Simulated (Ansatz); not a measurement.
**A relaxation, step by step**

SiAsH$_{6}$, doublet, PBE0-D4/def2-TZVP (Ansatz 0.2.0). Settings:

```yaml
hamiltonian: {xc: pbe0, dispersion: d4}
relax: {f_tol: 0.005, max_steps: 200}
```

Start, a step off a saddle point along its unstable mode:

H1  (-0.941, -0.158, -0.709)
As2  (-1.909, 0.928, -1.121)
Si3  (1.136, -1.106, 0.566)
H4  (-1.919, 1.536, 0.285)
H5  (-0.770, 1.853, -1.568)
H6  (0.548, -0.584, 1.846)
H7  (2.014, -0.072, -0.062)
H8  (1.841, -2.397, 0.764)
(Å)

| step | energy less the last (meV) | largest force component (eV/Å) |
| --- | --- | --- |
| 1 | 15.1 | 0.521 |
| 2 | 3.7 | 0.064 |
| 3 | 3.0 | 0.015 |
| 4 | 2.9 | 0.016 |
| 5 | 2.4 | 0.024 |
| 6 (rejected trial) | 2.8 | 0.136 |
| 7 (rejected trial) | 7.0 | 0.215 |
| 8 | 1.8 | 0.009 |
| 9 | 1.5 | 0.093 |
| 10 | 0.9 | 0.040 |
| 11 | 0.7 | 0.015 |
| 12 | 0.5 | 0.002 |
| 13 | 0.2 | 0.049 |
| 14 | 0.1 | 0.027 |
| 15 | 0.1 | 0.012 |
| 16 | 0.0 | 0.006 |
| 17 | 0.0 | 0.004 |

Step 11, positions (Å) and forces (eV/Å):

```csv
atom,x,y,z,Fx,Fy,Fz
H1,-1.037,-0.216,-0.778,-0.001,0.015,-0.002
As2,-1.903,1.004,-1.109,0.002,0.011,0.007
Si3,1.117,-1.132,0.556,0.004,-0.005,-0.001
H4,-1.832,1.508,0.326,-0.003,-0.012,-0.002
H5,-0.686,1.827,-1.509,0.001,-0.015,-0.004
H6,0.473,-0.601,1.785,0.000,0.001,-0.001
H7,1.903,-0.078,-0.137,-0.002,-0.001,0.002
H8,1.965,-2.314,0.866,-0.002,0.006,0.000
```

Step 12, positions (Å) and forces (eV/Å):

```
atom       x       y       z      Fx      Fy      Fz
  H1  -1.052  -0.222  -0.788  -0.002   0.002  -0.002
 As2  -1.900   1.012  -1.106  -0.002   0.001   0.000
 Si3   1.115  -1.131   0.553   0.000   0.002   0.001
  H4  -1.822   1.498   0.334   0.002  -0.001   0.000
  H5  -0.670   1.817  -1.500   0.001  -0.002   0.002
  H6   0.463  -0.596   1.776  -0.001   0.000  -0.001
  H7   1.895  -0.075  -0.143  -0.002   0.000  -0.001
  H8   1.972  -2.303   0.873   0.002  -0.002   0.001
```

Step 14, positions (Å) and forces (eV/Å):

```csv
atom,x,y,z,Fx,Fy,Fz
H1,-1.109,-0.250,-0.826,-0.015,0.027,-0.009
As2,-1.890,1.040,-1.096,0.027,-0.017,0.014
Si3,1.107,-1.129,0.546,0.000,0.003,0.005
H4,-1.778,1.467,0.361,0.002,0.000,-0.015
H5,-0.618,1.789,-1.470,-0.014,-0.008,0.008
H6,0.431,-0.586,1.753,-0.001,-0.002,-0.001
H7,1.857,-0.066,-0.171,0.000,0.000,-0.003
H8,2.000,-2.265,0.902,0.001,-0.002,0.000
```

Last step (17):

```csv
atom,x (Å),y (Å),z (Å)
H1,-1.1511,-0.2570,-0.8609
As2,-1.8871,1.0624,-1.0906
Si3,1.1083,-1.1358,0.5487
H4,-1.7526,1.4499,0.3750
H5,-0.5932,1.7769,-1.4526
H6,0.4150,-0.5868,1.7424
H7,1.8313,-0.0688,-0.1901
H8,2.0294,-2.2409,0.9280
```

Hardware: 4 CPU threads of an Arm Neoverse V1, shared host. Wall time about 38 s.
